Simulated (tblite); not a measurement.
Species: C₅H₉NOSi₂.
Numbering: `[N:1]#[C:2][CH2:3][C@:4]1([SiH3:5])[CH:6]=[CH:7][O:8][SiH2:9]1` (hydrogens: H10, H11 on C3; H12, H13, H14 on Si5; H15 on C6; H16 on C7; H17, H18 on Si9)

Computed with GFN2-xTB (tblite), gas phase: L-BFGS steps from a force-field or distance-geometry start until the largest atomic force falls under 0.01 eV/Å.

Step 17: E = -699.8640 eV
```
atom  x, y, z in Å  |  force x, y, z in eV/Å
N1     -1.5734    0.3218    2.9861   -0.026   0.016   0.052
C2     -1.1477   -0.2554    2.0951    0.064   0.120   0.075
C3     -0.6007   -0.9549    0.9708   -0.042  -0.053   0.048
C4     -0.1234    0.0039   -0.1516   -0.082  -0.065   0.019
Si5    -1.6002    1.0255   -0.8154    0.009   0.054  -0.046
C6      0.5310   -0.8880   -1.1791   -0.199   0.062  -0.028
C7      1.8487   -0.9436   -1.1069    0.148   0.030  -0.088
O8      2.4839   -0.1355   -0.2067    0.002   0.006  -0.067
Si9     1.4380    0.9761    0.4293    0.088  -0.072   0.026
H10     0.2413   -1.5624    1.3194    0.029  -0.007   0.043
H11    -1.3733   -1.6449    0.6170   -0.012  -0.004  -0.179
H12    -1.1353    2.3857   -1.0702    0.013   0.060  -0.046
H13    -2.6831    1.0505    0.1677    0.046  -0.037   0.001
H14    -2.1061    0.4426   -2.0604    0.029  -0.076  -0.005
H15    -0.0480   -1.4795   -1.8700    0.022  -0.018   0.109
H16     2.5123   -1.5513   -1.6988    0.022  -0.030  -0.031
H17     1.6847    0.9854    1.8583   -0.026   0.022   0.025
H18     1.6426    2.2303   -0.2963   -0.086  -0.010   0.091
```

Step 18: E = -699.8688 eV
```
atom  x, y, z in Å  |  force x, y, z in eV/Å
N1     -1.5726    0.3210    2.9897   -0.028   0.025   0.057
C2     -1.1488   -0.2548    2.0970    0.050   0.103   0.077
C3     -0.6044   -0.9545    0.9721   -0.023  -0.019   0.013
C4     -0.1255    0.0056   -0.1479   -0.001  -0.028  -0.029
Si5    -1.6011    1.0279   -0.8212    0.063   0.019  -0.013
C6      0.5308   -0.8851   -1.1752   -0.200   0.008  -0.036
C7      1.8485   -0.9437   -1.1081    0.168   0.050  -0.091
O8      2.4917   -0.1344   -0.2153   -0.075   0.076  -0.021
Si9     1.4437    0.9732    0.4300    0.085  -0.008   0.043
H10     0.2387   -1.5613    1.3179    0.023  -0.026   0.054
H11    -1.3764   -1.6409    0.6118   -0.021  -0.017  -0.153
H12    -1.1357    2.3883   -1.0746    0.009   0.050  -0.053
H13    -2.6811    1.0485    0.1632    0.020  -0.027   0.018
H14    -2.1091    0.4371   -2.0618    0.039  -0.066  -0.009
H15    -0.0429   -1.4869   -1.8611   -0.020  -0.008   0.096
H16     2.5077   -1.5530   -1.7030    0.022  -0.039  -0.037
H17     1.6933    0.9788    1.8619   -0.031   0.014  -0.044
H18     1.6345    2.2405   -0.2869   -0.080  -0.108   0.127
```

Step 19: E = -699.8730 eV
```
atom  x, y, z in Å  |  force x, y, z in eV/Å
N1     -1.5726    0.3208    2.9943   -0.013   0.030   0.045
C2     -1.1483   -0.2518    2.0997    0.020   0.049   0.055
C3     -0.6082   -0.9547    0.9737    0.000   0.021  -0.015
C4     -0.1273    0.0063   -0.1448    0.079   0.018  -0.047
Si5    -1.6007    1.0303   -0.8265    0.090  -0.011   0.015
C6      0.5298   -0.8825   -1.1722   -0.092  -0.040  -0.032
C7      1.8490   -0.9426   -1.1112    0.092   0.058  -0.083
O8      2.4975   -0.1324   -0.2230   -0.105   0.107  -0.005
Si9     1.4492    0.9703    0.4312    0.038   0.034   0.056
H10     0.2369   -1.5607    1.3175   -0.008  -0.033   0.054
H11    -1.3794   -1.6379    0.6039   -0.012  -0.005  -0.092
H12    -1.1359    2.3914   -1.0795    0.006   0.034  -0.057
H13    -2.6787    1.0463    0.1595    0.006  -0.015   0.025
H14    -2.1106    0.4311   -2.0629    0.050  -0.052  -0.006
H15    -0.0393   -1.4934   -1.8518   -0.070  -0.015   0.062
H16     2.5040   -1.5553   -1.7077    0.016  -0.027  -0.034
H17     1.6999    0.9737    1.8647   -0.029   0.005  -0.078
H18     1.6260    2.2475   -0.2766   -0.067  -0.156   0.137
```

Task: Estimate the geometry and energy of step 20. (The exact step hangs on the optimiser's Hessian estimate; all steps are aligned on step 19, rigid shifts and turns removed.)

Result: E = -699.8769 eV, largest force 0.195 eV/Å
```
atom  x, y, z in Å  |  force x, y, z in eV/Å
N1     -1.5733    0.3205    2.9999    0.013   0.026   0.018
C2     -1.1473   -0.2479    2.1032   -0.015  -0.015   0.016
C3     -0.6121   -0.9543    0.9750    0.021   0.055  -0.030
C4     -0.1275    0.0073   -0.1428    0.123   0.047  -0.038
Si5    -1.5990    1.0319   -0.8313    0.087  -0.029   0.032
C6      0.5290   -0.8810   -1.1695    0.049  -0.069  -0.021
C7      1.8504   -0.9399   -1.1158   -0.020   0.054  -0.067
O8      2.5012   -0.1274   -0.2312   -0.091   0.098  -0.019
Si9     1.4542    0.9684    0.4332   -0.033   0.038   0.060
H10     0.2345   -1.5608    1.3176   -0.050  -0.028   0.045
H11    -1.3831   -1.6343    0.5949    0.014   0.025  -0.018
H12    -1.1363    2.3944   -1.0857    0.001   0.011  -0.057
H13    -2.6769    1.0442    0.1557    0.009  -0.005   0.021
H14    -2.1118    0.4248   -2.0641    0.065  -0.035   0.006
H15    -0.0375   -1.5008   -1.8411   -0.110  -0.027   0.026
H16     2.5013   -1.5583   -1.7121    0.009   0.001  -0.023
H17     1.7082    0.9671    1.8657   -0.024  -0.002  -0.070
H18     1.6170    2.2524   -0.2634   -0.049  -0.146   0.120
```

The energy changes by -0.0039 eV. The first-order estimate −F·Δx gives -0.0053 eV and the mean of the old and new forces, exact on a quadratic surface, -0.0039 eV. The step makes an angle of 68° with the force vector and moves no atom by more than 0.017 Å.

What follows is the cost of the whole relaxation. The run took 1.8 s wall on one thread of an Arm Neoverse N1, no GPU, shared host with 64 logical CPUs at a one-minute load of 58.
